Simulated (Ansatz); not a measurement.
Basis-set extrapolation for `SB1CO1` (PBE0-D4/def2-TZVP geometry, frozen core, Ansatz 0.2.0). Multiplicity 1, RHF reference.

```csv
,def2-TZVPP,def2-QZVPP
HF,-536.777927,-536.795346
MP2 correlation,-0.670008,-0.720710
CCSD(T) correlation,-0.730554,not run
```

Energies in hartree. Use E(X) = E(∞) + A·exp(−7.88·√X) for Hartree–Fock and E(X) = E(∞) + B·X^(−2.97) for correlation, with X = 3 and 4, and add CCSD(T) minus MP2 of the smaller set to the MP2 limit.

Task: What is the CCSD(T) energy at the basis-set limit?

Result: HF limit: -536.795346 + (-0.017419) × 0.13774 = -536.79775. MP2 limit: -0.720710 + (-0.050702) × 0.74074 = -0.75827. Higher-order term: -0.730554 − (-0.670008) = -0.06055. Total: -537.61657 hartree, 283.8 kJ/mol below CCSD(T)/def2-TZVPP.
